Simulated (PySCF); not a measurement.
Sn(H)2(SH)2 (H₄S₂Sn), SMILES [SH][SnH2][SH].

Geometry optimised at B3LYP-D3(BJ)/def2-SVP. The def2 effective core potentials stand for the cores of Sn; spin–orbit coupling is left out. Other conformers were not sampled.

All values below come from C-PCM-B3LYP/def2-SVP (PySCF).

The values are the electrostatic part of the solvation free energy, E(continuum) − E(gas) at the gas-phase geometry, in a cavity of scaled van der Waals radii (PySCF's table); cavitation and dispersion terms are not included. A continuum can't describe solvent molecules that bind to the metal. In vacuum the orbital gap is 5.67 eV. The dipole moment in vacuum is 0.58 D.

| solvent | ε | ΔG(elec) (kcal/mol) | dipole (D) | gap (eV) |
|---|---|---|---|---|
| water | 78.36 | -4.1 | 0.83 | 5.80 |
| tetrahydrofuran | 7.43 | -3.6 | 0.79 | 5.79 |
| dichloromethane | 8.93 | -3.7 | 0.80 | 5.79 |
